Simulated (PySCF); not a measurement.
**How the method changes the constants of SeI**

State: ²Π (doublet), unpaired electrons π ↑. Set-up: Se cc-pVDZ-PP with ECP10, I cc-pVDZ-PP with ECP28; scalar-relativistic core potentials (PySCF 2.14). De refers to Se + I in their high-spin ground configurations, without counterpoise correction. The functionals are run spin-unrestricted. A positive dipole means Se(−)I(+).

```
      Level  Re (Å)  ωe (cm⁻¹)  De (eV)  μ (D)
        UHF   2.502        262     0.54  -0.29
    UHF-MP2   2.487        276     1.64    n/a
UHF-SCS-MP2   2.499        275     1.55    n/a
   UHF-CCSD   2.510        255     1.51    n/a
UHF-CCSD(T)   2.514        251     1.62    n/a
        LDA   2.457        277     3.13   0.78
        PBE   2.492        262     2.48   0.66
       PW91   2.492        262     2.51   0.65
     r²SCAN   2.477        268     2.26   0.52
    r²SCANh   2.470        271     2.16   0.44
       PBE0   2.468        273     2.18   0.41
```

Problem. Which functional lies closest to UHF-CCSD(T) in De, which farthest, and by how much do they differ from it?

Solution. Closest is r²SCANh (-4.4 pm in Re, +8.0 % in ωe, +0.54 eV in De against UHF-CCSD(T) in the same basis), farthest LDA (-5.7 pm in Re, +10.4 % in ωe, +1.51 eV in De). CCSD(T) converges more slowly with the basis than the functionals do and binds too weakly in this one, so the order can change at the basis-set limit.

Problem. What does a quarter of exact exchange do here, going from PBE to PBE0?

Solution. PBE0 less PBE: -2.4 pm in Re, +4.2 % in ωe, -0.30 eV in De. Exact exchange removes part of the self-interaction that spreads semilocal densities, and in most molecules shortens and stiffens the bond and lowers De; so it does here.

Problem. What does second-order correlation do here, going from UHF to UHF-MP2?

Solution. UHF-MP2 less UHF: -1.5 pm in Re, +5.3 % in ωe, +1.10 eV in De. Correlation nearly always deepens the well. The bond shortens, as in weak, metallic or heavy-atom bonds, where dispersion and the correlation of outer-core electrons pull the atoms together.

Correlated steps freeze 8 core orbitals. Correlated levels converge slowly with the basis: in double zeta they bind strong bonds too weakly, by up to about 1 eV, and carry superposition errors of some tenths. Spin–orbit coupling is left out, which matters for elements this heavy, above all for dissociation energies. Counting both spins, an empty level lies below a filled one in some of these solutions, because spin and occupation are held. The state is the lowest determinant that a PBE0 search found; another state may lie lower at other levels.
